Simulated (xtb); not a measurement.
AlF$_{3}$, charge -1, doublet, from a rough starting geometry (GFN-xTB shapes and energies of metal compounds can be far from the true ones) (a state made from the parent by changing its charge; the spin is typed, not shown lowest); GFN2-xTB in xtb.

Input for xtb:
```
$ xtb mol.xyz --gfn 2 --chrg -1 --uhf 1 --opt vtight --json

# file mol.xyz
4

Al    -0.01793971    -0.04417679    -0.00620606
F     -1.42351926    -0.90956288     0.06363824
F      0.00785851     1.54391447    -0.62679375
F      1.36445457    -0.65841008     0.59855065
```

Output, abridged:

```
   ID    Z sym.   atoms
    1   13 Al     1
    2    9 F      2-4

           -------------------------------------------------
          |                Calculation Setup                |
           -------------------------------------------------

           -------------------------------------------------
          |                 G F N 2 - x T B                 |
           -------------------------------------------------

          ...................................................
          :                      SETUP                      :
          :.................................................:
          :  # basis functions                  22          :
          :  # atomic orbitals                  21          :
          :  # shells                            9          :
          :  # electrons                        25          :
          :  max. iterations                   250          :
          :  Hamiltonian                  GFN2-xTB          :
          :  restarted?                      false          :
          :  GBSA solvation                  false          :
          :  PC potential                    false          :
          :  electronic temp.          300.0000000     K    :
          :  accuracy                    1.0000000          :
          :  -> integral cutoff          0.2500000E+02      :
          :  -> integral neglect         0.1000000E-07      :
          :  -> SCF convergence          0.1000000E-05 Eh   :
          :  -> wf. convergence          0.1000000E-03 e    :
          :  Broyden damping             0.4000000          :
          :  net charge                         -1          :
          :  unpaired electrons                  1          :
          ...................................................

 iter      E             dE          RMSdq      gap      omega  full diag
   1    -15.6984093 -0.156984E+02  0.124E+01    1.69       0.0  T
   2    -15.7114802 -0.130709E-01  0.877E+00    2.29       1.0  T
   3    -15.7045429  0.693730E-02  0.478E+00    3.60       1.0  T
   4    -15.7193154 -0.147725E-01  0.953E-01    3.94       1.0  T
   5    -15.7202071 -0.891724E-03  0.410E-01    3.74       1.0  T
   6    -15.7202587 -0.515757E-04  0.188E-01    3.62       1.0  T
   7    -15.7202926 -0.339781E-04  0.249E-02    3.63       2.0  T
   8    -15.7202923  0.305067E-06  0.254E-02    3.63       2.0  T
   9    -15.7202927 -0.378468E-06  0.322E-03    3.63      15.5  T
[...]
 * total energy  :   -15.6943952 Eh     change       -0.8441290E-04 Eh
 * total energy  :   -15.6944037 Eh     change       -0.8539835E-05 Eh
 * total energy  :   -15.6944104 Eh     change       -0.6634349E-05 Eh
 * total energy  :   -15.6944118 Eh     change       -0.1454270E-05 Eh
 * total energy  :   -15.6944131 Eh     change       -0.1248719E-05 Eh
 * total energy  :   -15.6944133 Eh     change       -0.2628644E-06 Eh
 * total energy  :   -15.6944136 Eh     change       -0.2823419E-06 Eh
 * total energy  :   -15.6944142 Eh     change       -0.6187635E-06 Eh
 * total energy  :   -15.6944151 Eh     change       -0.8948340E-06 Eh
 * total energy  :   -15.6944157 Eh     change       -0.5838046E-06 Eh
 * total energy  :   -15.6944161 Eh     change       -0.3634281E-06 Eh
 * total energy  :   -15.6944161 Eh     change       -0.2303400E-07 Eh
   *** GEOMETRY OPTIMIZATION CONVERGED AFTER 16 ITERATIONS ***
         :: total energy             -15.694416097305 Eh    ::
[...]
        18                          0.1856065               5.0506
        19                          0.5349841              14.5577
        20                          0.9874470              26.8698
        21                          0.9899120              26.9369
      -------------------------------------------------------------
                  HL-Gap            0.1262180 Eh            3.4346 eV
             Fermi-level           -0.0765227 Eh           -2.0823 eV

     #   Z          covCN         q      C6AA      α(0)
     1  13 Al       2.009     0.311   173.051    31.603
     2   9 F        0.670    -0.437    14.018     4.420
     3   9 F        0.670    -0.437    14.020     4.420
     4   9 F        0.670    -0.437    14.019     4.420

 Mol. C6AA /au·bohr⁶  :        537.260364
 Mol. C8AA /au·bohr⁸  :      28384.024106
 Mol. α(0) /au        :         44.863056

Wiberg/Mayer (AO) data.
largest (>0.10) Wiberg bond orders for each atom

 ---------------------------------------------------------------------------
     #   Z sym  total        # sym  WBO       # sym  WBO       # sym  WBO
 ---------------------------------------------------------------------------
     1  13 Al   2.948 --     2 F    0.983     4 F    0.983     3 F    0.983
     2   9 F    1.012 --     1 Al   0.983
     3   9 F    1.011 --     1 Al   0.983
     4   9 F    1.012 --     1 Al   0.983
 ---------------------------------------------------------------------------

Topologies differ in total number of bonds
Writing topology from bond orders to xtbtopo.mol

molecular dipole:
                 x           y           z       tot (Debye)
 q only:        0.032       0.033      -0.014
   full:        0.032       0.033      -0.014       0.123
molecular quadrupole (traceless):
                xx          xy          yy          xz          yz          zz
 q only:       -3.185      -0.858      -2.135      -2.058       3.742       5.320
  q+dip:       -3.287      -0.886      -2.203      -2.123       3.861       5.490
   full:       -2.886      -0.781      -1.946      -1.867       3.402       4.833

optimized geometry written to: xtbopt.xyz

           -------------------------------------------------
          | TOTAL ENERGY              -15.694416097305 Eh   |
          | GRADIENT NORM               0.000055471801 Eh/α |
          | HOMO-LUMO GAP               3.434567263107 eV   |
           -------------------------------------------------

normal termination of xtb
```
